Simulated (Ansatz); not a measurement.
[InMeH3]- (CH6In⁻), relaxed as a singlet with RKS PBE-D4/def2-TZVPD in Ansatz, starting from the GFN1-xTB geometry. Force threshold 0.02 eV/Å.

In the def2 sets In takes a core potential; there is no spin–orbit coupling.

Start:

```xyz
8

In    1.071   -0.173   -0.107
C    -1.178    0.191    0.118
H    -1.756   -0.734    0.258
H    -1.627    0.686   -0.755
H    -1.433    0.828    0.978
H     1.881    1.367   -0.397
H     1.352   -1.259   -1.468
H     1.690   -0.905    1.373
```

```
step  energy (eV)  largest force component (eV/Å)  SCF passes
   1   -6307.4809                           0.599          16
   2   -6307.5149                           0.287          19
   3   -6307.5221                           0.093          20
   4   -6307.5224                           0.015          21
```

Force components are those of the run's own axes.

End:

```xyz
8

In    1.032   -0.167   -0.103
C    -1.175    0.190    0.117
H    -1.713   -0.761    0.265
H    -1.585    0.679   -0.782
H    -1.383    0.839    0.984
H     1.855    1.408   -0.392
H     1.311   -1.270   -1.497
H     1.658   -0.918    1.408
```

By distances, no bond broke or formed. The bond that changes most is In1–C2, from 2.29 to 2.25 Å (atoms count from 1).

No frequencies were taken in this run, so the end may be a saddle point.

It took 5 s on 2 threads of Arm Neoverse V2 on a shared host.
